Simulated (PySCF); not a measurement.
B(F)(OMe)2 (C2H6BFO2), SMILES COB(OC)F. Atoms are numbered in the order given.

```xyz
12

B     -0.3069     0.0306     0.3249
F     -0.6823    -0.2855     1.5724
O      0.8787    -0.3993    -0.1783
C      1.7835    -1.1922     0.5657
H      1.3853    -1.4393     1.5618
H      1.9828    -2.1258     0.0166
H      2.7337    -0.6477     0.6845
O     -1.1478     0.7895    -0.4137
C     -0.8030     1.1505    -1.7363
H     -0.6689     0.2601    -2.3725
H     -1.6197     1.7631    -2.1446
H      0.1318     1.7345    -1.7617
```

Geometry optimised at ωB97X-D3(BJ)/def2-SVP. One conformer was computed; it need not be the lowest.

Two levels are set side by side: PBE/pcSseg-1 (PySCF) and PBE0/pcSseg-1 (PySCF). GIAO shifts against BF3 (¹¹B), CFCl3 (¹⁹F), H2O (¹⁷O), TMS (¹H), TMS (¹³C) at the same level; non-relativistic, no solvent, atoms listed together averaged. Differences are taken from unrounded values.

```tsv
quantity	PBE0
δ(¹¹B) of B1 (ppm)	4.2
δ(¹⁹F) of F2 (ppm)	-149.8
δ(¹⁷O) of O3, O8 (ppm)	68.2
δ(¹³C) of C4, C9 (ppm)	55.3
```

Task: What does PBE give, and how far is it from PBE0? (The exact figures need the calculation; the answer reports its results.)

Result: 
```json
[
 {"quantity": "δ(¹¹B) of B1 (ppm)", "PBE": "3.7", "PBE minus PBE0": "-0.5"},
 {"quantity": "δ(¹⁹F) of F2 (ppm)", "PBE": "-169.9", "PBE minus PBE0": "-20.1"},
 {"quantity": "δ(¹⁷O) of O3, O8 (ppm)", "PBE": "81.2", "PBE minus PBE0": "13.0"},
 {"quantity": "δ(¹³C) of C4, C9 (ppm)", "PBE": "56.8", "PBE minus PBE0": "1.5"}
]
```

Rough cost on one machine, each run with all the roots and properties that it gave: PBE0 against PBE within a factor of 2.
